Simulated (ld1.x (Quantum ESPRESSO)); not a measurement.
Results of a calculation; reference values are marked as such.
**Potentials for sulfur compared**

Generated with ld1.x 7.5 (TM, RRKJ, ultrasoft, PAW), atompaw 4.2 or ONCVPSP 4.0.1. The cutoff is in Ry: for ld1.x and atompaw files where the sum of valence levels is converged to 10 mRy in a Bessel basis, for ONCV files where the hardest occupied wave has 1 mHa per electron of residual kinetic energy. The error is the largest all-electron minus pseudo excitation energy over each file’s own four to seven test configurations (ionisations up to +4, promotions, holes and added fractions of an electron), all of which were solved. The labels leave out finer settings (local radius, basis sizes, second energies), which also bear on the numbers. Spin-polarised tests are not counted. The rows are a selection from randomly drawn settings: files with unsolved tests, undetermined cutoffs or missed reference levels are left out.

| potential | cutoff (Ry) | largest error (meV) | bound ghosts |
| --- | --- | --- | --- |
| PAW, BP86, non-relativistic, rc 1.60/1.25 (sp), local smoothed, core correction yes, reference 3s2 3p3 | 15 | -73 | none |
| TM, LDA (PZ), scalar-relativistic, rc 1.15/1.45 (sp), local s, core correction yes, reference 3s2 3p1 | 60 | +130 | none |
| TM, LDA (PZ), fully relativistic, rc 1.30/1.65/1.45 (spd), local s, core correction no, reference 3s1 3p5 | 30 | +346 | none |
| TM, revPBE, scalar-relativistic, rc 1.05/1.30 (sp), local smoothed, core correction no, reference 3s2 3p4 | 80 | +294 | none |
| PAW, PBE, scalar-relativistic, rc 0.95/0.70/0.85 (spd), local d, core correction yes, reference 2s2 2p6 3s1.75 3p4.25 | 260 | -7.1 | none |
| TM, PBEsol, scalar-relativistic, rc 1.05/1.35/1.40 (spd), local smoothed, core correction yes, reference 3s2 3p3.75 | 80 | +277 | none |

**Question.** Fill in the row for S: TM, PBEsol, non-relativistic, rc 1.45/1.60/1.70 (spd), local p, core correction no, reference 3s2 3p4.

**Answer.** cutoff 40 Ry, largest error +234 meV, bound ghosts: none.

**Question.** Fill in the row for S: RRKJ, PBE, fully relativistic, rc 1.15/1.25 (sp), local p, core correction yes, reference 3s2 3p3.5.

**Answer.** cutoff 70 Ry, largest error +150 meV, bound ghosts: none.
